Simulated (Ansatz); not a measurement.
Ge(CCH)2H2 (C4H4Ge). Charge 0, multiplicity 1. Geometry PBE0-D4/def2-SVP; atoms count from 1.

| atom | x (Å) | y (Å) | z (Å) |
| --- | --- | --- | --- |
| Ge1 | 0.115 | 0.301 | -0.941 |
| C2 | 0.288 | 1.399 | 0.599 |
| C3 | 0.396 | 2.106 | 1.581 |
| H4 | 0.492 | 2.733 | 2.451 |
| C5 | -0.315 | -1.465 | -0.388 |
| C6 | -0.585 | -2.598 | -0.041 |
| H7 | -0.824 | -3.601 | 0.266 |
| H8 | 1.446 | 0.281 | -1.701 |
| H9 | -1.013 | 0.844 | -1.825 |

(1) Estimate the Mulliken populations from the PBE0/def2-TZVP orbitals of Ansatz.

(2) And the Mayer bond orders between heavy atoms (over 0.3)?

Results:

(1) 
```csv
atom,charge (e)
Ge1,0.22
C2,-0.01
C3,-0.32
H4,0.18
C5,0.00
C6,-0.32
H7,0.18
H8,0.03
H9,0.03
```
Mulliken values depend strongly on the basis.

(2) Ge1–C2 0.82 (1.90 Å); Ge1–C5 0.82 (1.90 Å); C2–C3 3.00 (1.22 Å); C5–C6 3.00 (1.22 Å).
